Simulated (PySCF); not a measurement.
# C7H10F: g tensor and hyperfine couplings

Compound: C7H10F (doublet state).
Atom-mapped SMILES: `[CH3:1][C@:2]12[CH:3][CH2:4][C@:5]([F:6])([CH2:7]1)[CH2:8]2` (hydrogens: H9, H10, H11 on C1; H12 on C3; H13, H14 on C4; H15, H16 on C7; H17, H18 on C8)

Cartesian coordinates in Å at the GFN2-xTB level; atoms count from 1:
```xyz
18
C7H10F angstrom
C     -2.078    0.423    0.112
C     -0.603    0.127    0.079
C      0.176    0.079    1.340
C      1.564   -0.234    0.896
C      1.247   -0.298   -0.602
F      2.295   -0.576   -1.435
C      0.379    0.943   -0.825
C     -0.034   -1.135   -0.650
H     -2.253    1.399    0.558
H     -2.492    0.421   -0.894
H     -2.597   -0.329    0.703
H     -0.171    0.228    2.339
H      1.953   -1.183    1.281
H      2.296    0.544    1.135
H      0.746    1.891   -0.440
H      0.032    1.049   -1.849
H     -0.427   -1.265   -1.654
H     -0.042   -2.076   -0.105
```

The hyperfine couplings belong to this conformer and change with its torsions.

Computed with PySCF 2.14.0, UKS B3LYP, pcH-1 on C F H, non-relativistic, mean-field spin-orbit, GIAO. Geometry: GFN2-xTB; no solvent, vibrations or thermal averaging. Couplings are sensitive to structure, and on GFN2-xTB geometries they can be far from those on DFT ones. Stability of the SCF solution: not tested.

```
g1, g2, g3                      : 2.00224, 2.00269, 2.00285
g_iso                           : 2.00259
Form of g                       : rhombic: the two nearest values differ by 26 % of g3 − g1
⟨S²⟩                            : 0.7540 (exact 0.7500)
HOMO–LUMO gap, α and β orbitals : 6.38, 6.81 eV
Total energy                    : -372.53668 Eh
```

Isotropic coupling and dipolar principal values T1 to T3, in mT (MHz turned into mT with g_iso):

| atom | isotope | a_iso | T1 | T2 | T3 | Mulliken spin population |
| --- | --- | --- | --- | --- | --- | --- |
| C1 | 13C | 0.01 | -0.03 | -0.02 | 0.05 | 0.00 |
| C2 | 13C | -1.14 | -0.07 | 0.01 | 0.06 | -0.08 |
| C3 | 13C | 3.24 | -2.89 | -2.86 | 5.76 | 1.03 |
| C4 | 13C | -1.10 | -0.08 | 0.01 | 0.06 | -0.08 |
| C5 | 13C | -0.14 | -0.04 | -0.04 | 0.08 | 0.00 |
| F6 | 19F | -0.22 | -0.01 | -0.01 | 0.02 | 0.00 |
| C7 | 13C | 1.71 | -0.20 | -0.18 | 0.38 | 0.05 |
| C8 | 13C | 1.71 | -0.20 | -0.18 | 0.38 | 0.05 |
| H9 | 1H | -0.05 | -0.09 | -0.09 | 0.18 | 0.00 |
| H10 | 1H | -0.09 | -0.06 | -0.05 | 0.11 | 0.00 |
| H11 | 1H | -0.05 | -0.09 | -0.09 | 0.18 | 0.00 |
| H12 | 1H | -2.37 | -1.41 | 0.04 | 1.37 | -0.05 |
| H13 | 1H | 3.22 | -0.17 | -0.14 | 0.31 | 0.03 |
| H14 | 1H | 3.23 | -0.17 | -0.14 | 0.31 | 0.04 |
| H15 | 1H | -0.11 | -0.21 | -0.07 | 0.28 | 0.00 |
| H16 | 1H | 0.48 | -0.12 | -0.07 | 0.19 | 0.01 |
| H17 | 1H | 0.48 | -0.12 | -0.07 | 0.19 | 0.01 |
| H18 | 1H | -0.11 | -0.21 | -0.07 | 0.28 | 0.00 |

The Mulliken spin populations are largest on C3 (+1.03), C4 (-0.08) and C2 (-0.08). No atom but C3 exceeds +0.15. The positive populations add up to 1.22 and the negative ones to -0.22, together 2S = 1. The angles at C3 add up to 360.0°, so it is planar; its axial dipolar tensor and the negative coupling of its proton fit spin in a p orbital normal to that plane.

Axes: g3 points within 1° of the C3–H12 bond.

Under fast tumbling the dipolar parts average out, and these isotropic splittings remain: 2 × 1H (H13/H14, I = 1/2, 3 lines) with 3.22 mT, 1 × 1H (H12, I = 1/2, 2 lines) with 2.37 mT, 2 × 1H (H16/H17, I = 1/2, 3 lines) with 0.48 mT, 1 × 19F (F6, I = 1/2, 2 lines) with 0.22 mT, 2 × 1H (H15/H18, I = 1/2, 3 lines) with 0.11 mT and 3 × 1H (H9/H10/H11, I = 1/2, 4 lines) with 0.06 mT.

Means are taken over nuclei equivalent by connectivity, which assumes that they swap fast.

The 13C coupling of C3 (90.9 MHz) shows only in satellite lines or after enrichment, since that isotope makes up about 1.07 % of natural carbon.

Examples of negative spin density at the nucleus (bohr⁻³): C2 (-0.0284), C4 (-0.0275) and H12 (-0.0149).
